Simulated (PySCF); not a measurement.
## Correlation energy of V⁺ (vanadium, charge +1)

[Ar] 3d3 4p1, one real determinant (an excited configuration). Calculation: PySCF 2.14, in def2-TZVPPD (6s6p4d2f1g, 67 functions); no relativity, point nucleus. Frozen: [Ne]; 12 electrons correlated.

```csv
level,correlation energy (mhartree)
CCSD,-315.27
(T),-6.87
CCSD(T),-322.14
```

Diagnostics: T1 = 0.011, D1 = 0.0420, largest double amplitude 0.026.

**Question.** Is a single reference adequate?

**Answer.** Yes: T1 lies below 0.03 and no double amplitude reaches 0.07.

The reference is one real determinant that mixes LS terms of this configuration.

This basis was not built for core-valence correlation, so the inner-shell part is incomplete.
